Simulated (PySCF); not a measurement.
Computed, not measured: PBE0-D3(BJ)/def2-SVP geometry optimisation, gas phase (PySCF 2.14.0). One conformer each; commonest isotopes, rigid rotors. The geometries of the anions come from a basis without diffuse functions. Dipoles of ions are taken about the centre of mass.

Species:
1. `[O:1]=[C:2]([OH:3])[c:4]1[cH:5][cH:6][c:7][o:8]1` (doublet state) with O1–C2–O3–H 0°, O1–C2–C4–C5 179°
2. `[CH:1]#[C:2]/[CH:3]=[CH:4]\[CH:5]=[CH2:6]` with C3–C4–C5–C6 180°
3. `[CH3:1][CH2:2][O:3][CH2:4][Se:5][CH3:6]` with C1–C2–O3–C4 73°, C2–O3–C4–Se5 165°, O3–C4–Se5–C6 -61°
4. `Fc1cc(F)c2c(c1)CCO2`
5. `FC(F)(F)c1ncc[n-]1`
6. 1,3-hexadiyne, `CCC#CC#C`

Rotational constants (MHz) and dipole components (D):

| set | A | B | C | μa | μb | μc |
| --- | --- | --- | --- | --- | --- | --- |
| P | 5979 | 982.3 | 882.6 | 1.61 | 0.79 | 1.27 |
| Q | 3604 | 1268 | 1119 | 2.60 | 0.06 | 0.04 |
| R | 21877 | 1326 | 1270 | 1.32 | 0.06 | 0.00 |
| S | 5419 | 1683 | 1284 | 0.84 | 2.77 | 0.00 |
| T | 9788 | 1958 | 1631 | 0.54 | 0.03 | 0.00 |
| U | 1765 | 972.7 | 632.1 | 1.73 | 2.53 | 0.02 |

Match each set to its species.

P = 3, Q = 5, R = 6, S = 1, T = 2, U = 4.

- 1 (set S): mass 111.0 u, 8 heavy atoms, longest extent 6.1 Å, Cs, asymmetric top, Ia, Ib, Ic = 93.3, 300.3, 393.6 u·Å².
- 2 (set T): mass 78.0 u, 6 heavy atoms, longest extent 6.8 Å, Cs, near-prolate asymmetric top, Ia, Ib, Ic = 51.6, 258.2, 309.8 u·Å².
- 3 (set P): mass 154.0 u, 6 heavy atoms, longest extent 7.4 Å, C1, near-prolate asymmetric top, Ia, Ib, Ic = 84.5, 514.5, 572.6 u·Å².
- 4 (set U): mass 156.0 u, 11 heavy atoms, longest extent 6.7 Å, asymmetric top, Ia, Ib, Ic = 286.3, 519.6, 799.6 u·Å².
- 5 (set Q): mass 135.0 u, 9 heavy atoms, longest extent 5.5 Å, asymmetric top, Ia, Ib, Ic = 140.2, 398.6, 451.6 u·Å².
- 6 (set R): mass 78.0 u, 6 heavy atoms, longest extent 8.1 Å, Cs, near-prolate asymmetric top, Ia, Ib, Ic = 23.1, 381.1, 397.9 u·Å².

Each constant is 505379 MHz·u·Å² over a principal moment. Point groups hold within 0.08 Å; constants that symmetry makes equal can differ a little in the computed geometry, and forbidden dipole components can keep a residue. No structure here is proved a minimum.
